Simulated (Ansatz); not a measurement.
Ansatz (an electronic-structure program) input:
A basis named .json is the Basis Set Exchange file of that set.

Ansatz 0.2 input:
```yaml
crystal:
  periodic: [false, false, false]
  atoms:
    - {symbol: B, position_ang: [-0.00000000, -0.00000000, -1.12599825]}
    - {symbol: Cl, position_ang: [0.00000000, 0.00000000, 0.46627717]}
    - {symbol: H, position_ang: [-0.00000000, -0.00000000, -2.29672064]}
basis:
  gaussian:
    orbitals: def2-QZVPP.json
    fitting: {mean_field: def2-universal-jkfit, correlation: def2-QZVPP-RIFIT.json}
total_charge: 1
magnetization: {spin_polarized: false}
correlation: {method: mp2, electrons: outside_noble_gas}
```

**Question.** Which total energy does the run end on?

**Answer.** -484.78150 Eh (RI-MP2/def2-QZVPP). The basis has 157 functions.
